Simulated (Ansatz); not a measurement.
Relaxation of C$_{3}$H$_{3}$IO (8 atoms, charge 0, multiplicity 1), to a largest force component of 0.02 eV/Å in at most 50 steps.

The calculation used RKS r2SCAN-D4/def2-SVP in Ansatz.

```xyz
8
Properties=species:S:1:pos:R:3:forces:R:3
C 0.229 -0.665 1.009 -1.42 2.81 -0.27
C 0.029 0.188 -0.179 -1.42 -2.04 -0.22
C -0.356 0.704 -1.316 0.74 -3.37 5.70
I -1.213 0.878 -2.903 -3.17 0.79 -6.03
O 0.678 1.324 -0.612 4.23 4.26 0.92
H -0.018 -0.021 1.900 0.41 -0.49 -0.32
H 1.222 -1.022 1.072 1.59 -0.52 0.15
H -0.479 -1.444 0.973 -0.97 -1.44 0.06
```

Q: Where does it end, and by what steps?

A: It converged. After 6 steps the energy has fallen by 1.094 eV; I4 moved furthest, 0.17 Å.

```
step  energy less start (eV)  largest force component (eV/Å)  accepted
   0                  0.0000                           6.030       yes
   1                 -0.9577                           2.127       yes
   2                 -0.4194                           5.446        no
   3                 -1.0903                           0.243       yes
   4                 -1.0938                           0.074       yes
   5                 -1.0943                           0.028       yes
   6                 -1.0943                           0.011       yes
```

```xyz
8
Properties=species:S:1:pos:R:3
C 0.196 -0.645 1.017
C 0.050 0.191 -0.162
C -0.351 0.666 -1.284
I -1.300 0.878 -3.054
O 0.761 1.419 -0.572
H 0.014 -0.048 1.928
H 1.228 -1.029 1.080
H -0.506 -1.490 0.990
```

Whether the end is a true minimum wasn't checked by a vibrational analysis.

Time of the run: 26 s on 2 threads of Intel(R) Xeon(R) Platinum 8259CL CPU @ 2.50GHz (Skylake/Cascade Lake), on a shared host, peak memory 0.17 GiB.
